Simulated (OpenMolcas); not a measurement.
Computed levels of 5s² 5p in ions with 49 electrons, in cm-1 above ²P°_1/2.

* Program: OpenMolcas 26.06
* Method: RASSCF
* Basis: ANO-R2
* Scalar Hamiltonian: X2C, finite nucleus
* Spin-orbit coupling: state interaction with AMFI integrals over the reference wave functions, term energies averaged over their components

Active space for each ion: 3 electrons in 9 orbitals (RAS2 5s 5p; RAS3 5d, at most 2 electrons).

| Level | Sb2+ | Te3+ | Xe5+ |
| --- | --- | --- | --- |
| ²P°_3/2 | 5625 | 7966 | 13730 |

Q: Estimate ²P°_3/2 for I4+ from its neighbours Te3+ and Xe5+.

A: ²P°_3/2 is fine structure, which grows about as the fourth power of a screened charge, so the fourth roots are averaged: ((7966^0.25 + 13730^0.25) / 2)^4 = 10555. The calculation gives 10641, so the estimate is off by -0.8 %.

Active for correlation alone: 5d; no level in the range computed is led by a configuration that fills it, so any true level of that kind is missing. Only configurations of the active space appear.

° marks odd parity.
